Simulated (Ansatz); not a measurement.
C2H6ClGa, SMILES [CH3][Ga]([Cl])[CH3].

The structure is a stationary point at B3LYP-D3(BJ)/def2-SVP. The isomer is the one that the SMILES or the coordinates give; other isomers of the formula were not compared.

Two levels are set side by side: PBE/def2-SVPD (Ansatz, a first-principles code) and PBE0/def2-SVPD (Ansatz). Energy differences of separate SCF runs at the same geometry; the states with an electron removed or added have multiplicity 2 and 2. Differences are taken from unrounded values.

```tsv
quantity	PBE0	PBE	PBE minus PBE0
vertical ionisation energy (eV)	9.87	9.51	-0.36
vertical singlet–triplet gap (eV)	5.17	4.80	-0.37
```
